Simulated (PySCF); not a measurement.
# Ti: ionisation energy

Ti [Ar] 3d2 4s2 (3F) → Ti⁺ [Ar] 3d2 4s1 (4F), as a difference of total energies. Computed with PySCF 2.14 in x2c-TZVPPall with one added diffuse shell each of s, p, d, f type (7s6p5d3f1g, 80 functions), with scalar relativity by spin-free X2C-1e. Correlated levels: valence and next inner shell: [Ne] frozen. The calculations carry no spin-orbit coupling.

```csv
method,ionisation energy (eV),error (eV)
UHF,5.560,-1.268
MP2 (valence and next inner shell),6.570,-0.258
SCS-MP2 (valence and next inner shell),6.657,-0.171
CCSD (valence and next inner shell),6.682,-0.146
CCSD(T) (valence and next inner shell),6.791,-0.037
```

Reference: 6.828 eV (measured; NIST levels, between the centres of gravity of the two terms).

Errors of the correlated levels include the incompleteness of this basis and the frozen core.
